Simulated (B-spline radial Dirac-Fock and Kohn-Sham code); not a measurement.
Z = 19 (potassium), transition energy 229 keV. Model: a Dirac-Hartree-Slater potential of the neutral atom with a Latter tail (no hole, which puts coefficients of high multipoles low close above an edge), finite nucleus with surface currents. Program: a radial atomic solver. Subshells that would emit electrons below 1 keV are left out.

**Question.** A pure transition shows α(K) = 0.244, L1/L2 = 12.2 and L1/L3 = 11.5. What is its multipolarity?
A. E3
B. E2
C. M4
D. E1
E. E4
F. M3
G. M2
H. M1

**Answer.** E. For comparison, α(K), L1/L2, L1/L3 are E1 0.00138, 155, 81.9; E2 0.00877, 60.1, 43.7; E3 0.0475, 24.5, 21.3; M1 0.00130, 94.7, 163; M2 0.00696, 48.2, 91.8; M3 0.0363, 29.1, 36.7; M4 0.189, 19.6, 17.9.

Values without a named source are computed, but for edge energies of neutral atoms, which are taken from tables.
